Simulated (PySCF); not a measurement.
C₄H₁₀S, triplet, at the geometry of the source list (a higher spin typed on purpose: for a closed-shell molecule this is an excited state) (in this run its highest filled SCF level lies above zero, so its values depend strongly on the basis, on diffuse functions most of all). Base run: PBE0/STO-3G run with PySCF.

Input for PySCF:
```python
from pyscf import gto, scf, dft

mol = gto.M(
    atom='''
C     0.031800    1.275100   -0.669700
C     0.074400    0.015800    0.185900
C     0.479000   -1.199500   -0.638100
C    -1.262900   -0.217000    0.877700
S     1.315600    0.257500    1.543800
H    -0.722800    1.168300   -1.446700
H    -0.217300    2.140400   -0.060000
H     0.993600    1.454400   -1.146300
H     0.545700   -2.081900   -0.006000
H    -0.261800   -1.382900   -1.414000
H     1.444900   -1.042700   -1.114400
H    -1.211700   -1.095700    1.516500
H    -1.525300    0.639700    1.494300
H    -2.045200   -0.367800    0.137100
H     2.361900    0.436300    0.740000
''',
    basis='sto-3g',
    charge=0,
    spin=2,
    verbose=3,
)

mf = dft.UKS(mol)
mf.xc = 'pbe0'
mf.kernel()
```

Each row names what was changed in the base input (with any setting that the change needs).

| change | E (Eh) | HOMO (eV) | dipole (D) | <S^2> | core-seconds (rough) | outcome |
|---|---|---|---|---|---|---|
| base | -549.78551 | 3.38 | 1.57 | 2.004 | 10 | converged |
| functional = pbe; dispersion = d4 | -549.68718 | 4.63 | 1.29 | 2.001 | 9 | converged |
| functional = pbe0; dispersion = d3bj | -549.79721 | 3.38 | 1.57 | 2.004 | 10 | converged |
| functional = b3lyp5 | -549.90651 | 3.60 | 1.54 | 2.003 | 10 | converged |
| functional = b97m_v | - | - | - | - | - | cut at the time limit |
| functional = x3lyp | -549.95259 | 3.49 | 1.55 | 2.003 | 10 | converged |
| functional = bp86 | -550.10730 | 4.51 | 1.29 | 2.001 | 7 | converged |
| functional = mn12l | -548.86512 | 5.00 | 1.80 | 2.006 | 10 | converged |
| functional = pbe; dispersion = d3bj | -549.68816 | 4.63 | 1.29 | 2.001 | 9 | converged |
| functional = hf | -548.38385 | -0.28 | 2.10 | 2.016 | 0.8 | converged |
| functional = camb3lyp | -549.96751 | 1.98 | 1.67 | 2.004 | 20 | converged |
| functional = r2scan | -549.98949 | 4.35 | 1.50 | 2.003 | 20 | converged |
| functional = b3lyp | -550.09196 | 3.51 | 1.53 | 2.003 | 9 | converged |

Absolute energies of different levels of theory aren't comparable as measures of quality.

Open shells are given as the SCF converged; they aren't shown to be the lowest states, and a large step between rows can be another state.
